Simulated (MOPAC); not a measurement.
Input file for MOPAC: PM3 on C2H6OSi (SMILES CO[Si]C), a point of a torsion scan.

```
PM3 1SCF PRECISE CHARGE=0 THREADS=1
C2H6OSi

C      1.91328195 1    -0.32349516 1    -0.06476635 1
O      0.99852222 1     0.71388145 1     0.00063445 1
Si     1.23848138 1     2.33660533 1    -0.16476210 1
C     -0.58904639 1     2.82996793 1     0.10389444 1
H      2.92712594 1     0.04045876 1    -0.25570636 1
H      1.62677478 1    -1.00820718 1    -0.86792403 1
H      1.90732475 1    -0.87095159 1     0.88194828 1
H     -1.25186542 1     1.96949750 1     0.19568837 1
H     -0.94303056 1     3.44500691 1    -0.72200969 1
H     -0.69169898 1     3.43278121 1     1.00516141 1
```

It printed:

```
*******************************************************************************
 **                                                                           **
 **                              MOPAC v23.2.5                                **
 **                                                                           **
 *******************************************************************************
 ** MOPAC's Digital Object Identifier: https://doi.org/10.5281/zenodo.6511958 **
 **                                                                           **
 ** Please cite the open-source release paper for use of this MOPAC version:  **
 ** J. E. Moussa and J. J. P. Stewart (2026)                                  **
 ** MOPAC: An open-source semiempirical molecular orbital program             **
 ** J. Open Source Softw., 11(119), 8025, https://doi.org/10.21105/joss.08025 **
 *******************************************************************************

                              PM3 CALCULATION RESULTS

 *******************************************************************************
 *  PM3        - The PM3 Hamiltonian to be used
 *
 *
 *
 *                 CHARGE ON SYSTEM = 0
 *
 *
 *
 *  PRECISE    - TIGHTER CRITERIA TO BE USED
 *  1SCF       - DO 1 SCF AND THEN STOP
 *  THREADS=1  - MULTI-THREADING NOT USED
 *  T=         - A TIME OF 172800.0 SECONDS REQUESTED
 *  DUMP=N     - RESTART FILE WRITTEN EVERY 7200.0 SECONDS REQUESTED
 *******************************************************************************
PM3 1SCF PRECISE CHARGE=0 THREADS=1
 C2H6OSi

   ATOM   CHEMICAL          X               Y               Z
  NUMBER   SYMBOL      (ANGSTROMS)     (ANGSTROMS)     (ANGSTROMS)

     1       C          1.91328195  *  -0.32349516  *  -0.06476635  *
     2       O          0.99852222  *   0.71388145  *   0.00063445  *
     3      Si          1.23848138  *   2.33660533  *  -0.16476210  *
     4       C         -0.58904639  *   2.82996793  *   0.10389444  *
     5       H          2.92712594  *   0.04045876  *  -0.25570636  *
     6       H          1.62677478  *  -1.00820718  *  -0.86792403  *
     7       H          1.90732475  *  -0.87095159  *   0.88194828  *
     8       H         -1.25186542  *   1.96949750  *   0.19568837  *
     9       H         -0.94303056  *   3.44500691  *  -0.72200969  *
    10       H         -0.69169898  *   3.43278121  *   1.00516141  *



          CARTESIAN COORDINATES

    NO.       ATOM           X           Y           Z

     1         C          1.9133     -0.3235     -0.0648
     2         O          0.9985      0.7139      0.0006
     3        Si          1.2385      2.3366     -0.1648
     4         C         -0.5890      2.8300      0.1039
     5         H          2.9271      0.0405     -0.2557
     6         H          1.6268     -1.0082     -0.8679
     7         H          1.9073     -0.8710      0.8819
     8         H         -1.2519      1.9695      0.1957
     9         H         -0.9430      3.4450     -0.7220
    10         H         -0.6917      3.4328      1.0052

  H: (PM3): J. J. P. STEWART, J. COMP. CHEM. 10, 209 (1989).
  C: (PM3): J. J. P. STEWART, J. COMP. CHEM. 10, 209 (1989).
  O: (PM3): J. J. P. STEWART, J. COMP. CHEM. 10, 209 (1989).
 Si: (PM3): J. J. P. STEWART, J. COMP. CHEM. 10, 209 (1989).

           Empirical Formula: C2 H6 O Si  =    10 atoms



      MOLECULAR POINT GROUP   :   Cs


      RHF CALCULATION, NO. OF DOUBLY OCCUPIED LEVELS = 12


 -------------------------------------------------------------------------------
 PM3 1SCF PRECISE CHARGE=0 THREADS=1
 C2H6OSi



     1SCF WAS SPECIFIED, SO BFGS WAS NOT USED
     SCF FIELD WAS ACHIEVED


                              PM3 CALCULATION
                                                       MOPAC v23.2.5 Linux




          FINAL HEAT OF FORMATION =        -50.08857 KCAL/MOL =    -209.57058 KJ/MOL


          COSMO AREA              =        122.22 SQUARE ANGSTROMS
          COSMO VOLUME            =        110.36 CUBIC ANGSTROMS

          IONIZATION POTENTIAL    =          7.879797 EV
          HOMO LUMO ENERGIES (EV) =         -7.880 -1.225
          NO. OF FILLED LEVELS    =         12
          MOLECULAR WEIGHT        =         74.1543         POINT GROUP:  Cs

          MOLECULAR DIMENSIONS (Angstroms)

            Atom       Atom       Distance
            H     9    H     7     5.41523
            H     6    H    10     3.30512
            H     5    H     8     2.64140


          SCF CALCULATIONS        =          1





   ATOM   CHEMICAL          X               Y               Z
  NUMBER   SYMBOL      (ANGSTROMS)     (ANGSTROMS)     (ANGSTROMS)

     1       C          1.91328195  *  -0.32349516  *  -0.06476635  *
     2       O          0.99852222  *   0.71388145  *   0.00063445  *
     3      Si          1.23848138  *   2.33660533  *  -0.16476210  *
     4       C         -0.58904639  *   2.82996793  *   0.10389444  *
     5       H          2.92712594  *   0.04045876  *  -0.25570636  *
     6       H          1.62677478  *  -1.00820718  *  -0.86792403  *
     7       H          1.90732475  *  -0.87095159  *   0.88194828  *
     8       H         -1.25186542  *   1.96949750  *   0.19568837  *
     9       H         -0.94303056  *   3.44500691  *  -0.72200969  *
    10       H         -0.69169898  *   3.43278121  *   1.00516141  *

                             CARTESIAN COORDINATES

   1    C        1.913281950    -0.323495160    -0.064766350
   2    O        0.998522220     0.713881450     0.000634450
   3   Si        1.238481380     2.336605330    -0.164762100
   4    C       -0.589046390     2.829967930     0.103894440
   5    H        2.927125940     0.040458760    -0.255706360
   6    H        1.626774780    -1.008207180    -0.867924030
   7    H        1.907324750    -0.870951590     0.881948280
   8    H       -1.251865420     1.969497500     0.195688370
   9    H       -0.943030560     3.445006910    -0.722009690
  10    H       -0.691698980     3.432781210     1.005161410


           Empirical Formula: C2 H6 O Si  =    10 atoms



      MOLECULAR POINT GROUP   :   Cs


                  EIGENVALUES
 -37.70013 -28.79602 -26.35052 -17.30102 -15.83925 -15.68368 -13.45202 -13.39782
 -12.08486 -11.13628 -11.06598  -7.87980  -1.22459   1.14961   1.66402   3.86699
   4.38201   4.39962   4.70452   4.72863   4.85879   5.45310


              NET ATOMIC CHARGES AND DIPOLE CONTRIBUTIONS

  ATOM NO.   TYPE          CHARGE      No. of ELECS.   s-Pop       p-Pop
    1          C           0.123976        3.8760     1.11720     2.75882
    2          O          -0.426553        6.4266     1.77748     4.64908
    3         Si           0.452253        3.5477     1.71132     1.83643
    4          C          -0.374748        4.3747     1.17406     3.20069
    5          H           0.009635        0.9904     0.99037
    6          H           0.015507        0.9845     0.98449
    7          H           0.015471        0.9845     0.98453
    8          H           0.056853        0.9431     0.94315
    9          H           0.063732        0.9363     0.93627
   10          H           0.063874        0.9361     0.93613
 DIPOLE           X         Y         Z       TOTAL
 POINT-CHG.     2.400     0.834    -0.455     2.581
 HYBRID        -2.798    -2.065     0.632     3.534
 SUM           -0.398    -1.230     0.177     1.305


          ATOMIC ORBITAL ELECTRON POPULATIONS

     Atom    s        px        py        pz
    1  C   1.11720   0.90420   0.87892   0.97570
    2  O   1.77748   1.53984   1.36341   1.74582
    3 Si   1.71132   0.90821   0.61297   0.31525
    4  C   1.17406   1.14868   1.03471   1.01730
    5  H   0.99037
    6  H   0.98449
    7  H   0.98453
    8  H   0.94315
    9  H   0.93627
   10  H   0.93613

 **********************
 *                    *
 * JOB ENDED NORMALLY *
 *                    *
 **********************




 == MOPAC DONE ==
```

The run finished.

Cost: around 0.03 core-seconds (rough).
